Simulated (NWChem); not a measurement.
Molecule: SiCl₂F₂; SMILES F[Si](F)(Cl)Cl

Results from NWChem. Coordinates come from a PBE0/def2-SVP optimisation. Ions are spin-unrestricted doublets at the neutral geometry; other ion states weren't tried.

Problem. Estimate the computed values for CAM-B3LYP/def2-SVP. Quantities: vertical ionisation energy, ΔSCF (eV); −ε(HOMO) (eV).

Solution. The vertical ionisation energy, ΔSCF (eV) comes out as 12.47 and the −ε(HOMO) (eV) is 11.13.
